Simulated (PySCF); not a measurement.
Several orderings of computed values.

Species are written as SMILES; each is one conformer at its optimised geometry, gas phase, non-relativistic unless stated; the electronic structure was computed with PySCF and density fitting.

The conformers computed, where there is a choice (atom-mapped SMILES and torsion angles):
- `[N:1]#[C:2][C@@:3]1([SiH3:4])[CH2:5][Si@@H:6]1[SH:7]`: H–S7–Si6–C5 69°
- `[CH2:1]=[CH:2][SiH2:3][Si@H:4]([CH3:5])[PH2:6]`: C1–C2–Si3–Si4 97°, C2–Si3–Si4–C5 60°, H–P6–Si4–Si3 44°, H–P6–Si4–Si3 -48°
- `[SiH3:1][SiH2:2][c:3]1[n:4][cH:5][cH:6][s:7]1`: Si1–Si2–C3–N4 -32°
- `[CH3:1][Si@H:2]1[CH2:3][Si@@H:4]([PH2:5])[CH2:6]1`: H–P5–Si4–C3 -179°, H–P5–Si4–C3 -86°
- `[CH3:1][C@@H:2]1[SiH2:3][CH2:4][Si@@H:5]1[PH2:6]`: H–P6–Si5–C4 68°, H–P6–Si5–C4 -24°
- `[F:1][CH:2]([F:3])[O:4][CH:5]([SiH3:6])[SiH3:7]`: F1–C2–O4–C5 -85°, C2–O4–C5–Si6 -166°
- `[NH2:1][SiH2:2][O:3][SiH2:4][O:5][SiH3:6]`: N1–Si2–O3–Si4 -158°, Si2–O3–Si4–O5 -15°, O3–Si4–O5–Si6 -14°, H–N1–Si2–O3 -177°, H–N1–Si2–O3 -37°
- `[CH3:1][NH:2][C:3]([CH3:4])([CH3:5])[SiH2:6][CH2:7][F:8]`: C1–N2–C3–C4 -53°, N2–C3–Si6–C7 44°, C3–Si6–C7–F8 75°
- `[CH2:1]=[C:2]([CH3:3])[SiH2:4][SiH2:5][PH2:6]`: C1–C2–Si4–Si5 120°, C2–Si4–Si5–P6 4°, H–P6–Si5–Si4 -154°, H–P6–Si5–Si4 -61°
- `[O:1]=[CH:2][C:3]1=[CH:4][Si@H:5]([NH:6][SiH3:7])[CH:8]=[CH:9]1`: O1–C2–C3–C4 -179°, C4–Si5–N6–Si7 170°

(1) Rank by lowest singlet excitation, lowest first (TDDFT CAM-B3LYP/def2-SVPD at GFN2-xTB geometries).
A. `C[Si@H]1C[Si@@H](P)C1`
B. `[SiH3][SiH2]c1nccs1`
C. `N#C[C@@]1([SiH3])C[Si@@H]1S`
D. `C=C[SiH2][Si@H](C)P`

(2) Rank by HOMO energy, lowest first (CAM-B3LYP/def2-SVPD at GFN2-xTB geometries).
A. `C[C@@H]1[SiH2]C[Si@@H]1P`
B. `C[Si@H]1C[Si@@H](P)C1`
C. `N[SiH2]O[SiH2]O[SiH3]`
D. `C=C[SiH2][Si@H](C)P`
E. `FC(F)OC([SiH3])[SiH3]`
F. `N#C[C@@]1([SiH3])C[Si@@H]1S`

(3) By how much do the two ends of that ranking differ?

(4) Rank by dipole moment, highest first (CAM-B3LYP/def2-SVPD at GFN2-xTB geometries).
A. `C[C@@H]1[SiH2]C[Si@@H]1P`
B. `C=C[SiH2][Si@H](C)P`
C. `N[SiH2]O[SiH2]O[SiH3]`
D. `O(C([SiH3])[SiH3])C(F)F`
E. `N#C[C@@]1([SiH3])C[Si@@H]1S`

(5) Rank by smallest rotational constant, highest first (GFN2-xTB).
A. `C=C(C)[SiH2][SiH2]P`
B. `O=CC1=C[Si@H](N[SiH3])C=C1`
C. `FC(F)OC([SiH3])[SiH3]`
D. `C([SiH2]CF)(C)(NC)C`

(6) Rank by lowest triplet excitation (Tamm–Dancoff), lowest first (TDA CAM-B3LYP/def2-SVPD at GFN2-xTB geometries).
A. `C[C@@H]1[SiH2]C[Si@@H]1P`
B. `C=C[SiH2][Si@H](C)P`
C. `N#C[C@@]1([SiH3])C[Si@@H]1S`
D. `[SiH3]C(OC(F)F)[SiH3]`

(7) By how much do the two ends of that ranking differ?

(8) Rank by electronic spatial extent ⟨r²⟩ about the centre of nuclear charge, highest first (CAM-B3LYP/def2-SVPD at GFN2-xTB geometries).
A. `C[C@@H]1[SiH2]C[Si@@H]1P`
B. `FC(F)OC([SiH3])[SiH3]`
C. `C[Si@H]1C[Si@@H](P)C1`
D. `[SiH3][SiH2]c1nccs1`
E. `N#C[C@@]1([SiH3])C[Si@@H]1S`

## Answers

(1) B (5.08 eV), C (5.89 eV), D (6.03 eV), A (6.41 eV).

(2) E (-9.74 eV), C (-8.92 eV), F (-8.80 eV), B (-8.62 eV), A (-8.42 eV), D (-8.30 eV).

(3) By 1.44 eV, between `C=C[SiH2][Si@H](C)P` and `FC(F)OC([SiH3])[SiH3]`.

(4) E (4.50 D), D (2.96 D), C (1.40 D), B (1.04 D), A (0.85 D).

(5) D (1.032 GHz), A (0.873 GHz), C (0.808 GHz), B (0.463 GHz).

(6) B (4.25 eV), C (4.79 eV), A (5.63 eV), D (7.08 eV).

(7) By 2.83 eV, between `FC(F)OC([SiH3])[SiH3]` and `C=C[SiH2][Si@H](C)P`.

(8) D (1602 bohr²), E (1469 bohr²), B (1367 bohr²), C (1281 bohr²), A (1218 bohr²).
